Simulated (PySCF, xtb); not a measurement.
Se(H)(SMe) (CH4SSe), SMILES [SeH]SC.

Coordinates come from a B3LYP-D3(BJ)/def2-SVP optimisation. The values are those of a single conformer.

Computed with PySCF 2.14.0 with IEF-PCM-ωB97X/def2-SVP.

The values are the electrostatic part of the solvation free energy, E(continuum) − E(gas) at the gas-phase geometry, in a cavity of scaled van der Waals radii (PySCF's table); cavitation and dispersion terms are not included. In vacuum the orbital gap is 10.33 eV. The dipole moment in vacuum is 1.71 D.

Computed values in water (ε = 78.36), N,N-dimethylformamide (ε = 37.22), benzene (ε = 2.27):
```
solvent                    ε  ΔG(elec) (kcal/mol)  dipole (D)  gap (eV)
---------------------  -----  -------------------  ----------  --------
water                  78.36                 -3.2        2.26     10.40
N,N-dimethylformamide  37.22                 -3.1        2.25     10.39
benzene                 2.27                 -1.4        1.94     10.36
```

For comparison, GFN2-xTB/ALPB(water) (xtb, at the GFN2-xTB geometry, all terms of that model) gives -0.6 kcal/mol.
